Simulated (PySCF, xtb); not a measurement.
CdGeH₄, SMILES [GeH3][CdH].

GFN2-xTB in xtb at its own geometry gives an orbital gap of 5.23 eV and a dipole moment of 2.92 D.

The structure is a stationary point at PBE0-D3(BJ)/def2-TZVP. The def2 effective core potentials stand for the cores of Cd; spin–orbit coupling is left out.

Task: What does PySCF with PBE0/def2-TZVPD give? (Estimate from the structure and the level; the computed values follow.)

Result: gap 6.10 eV (levels -7.15 and -1.04 eV), dipole 0.43 D.
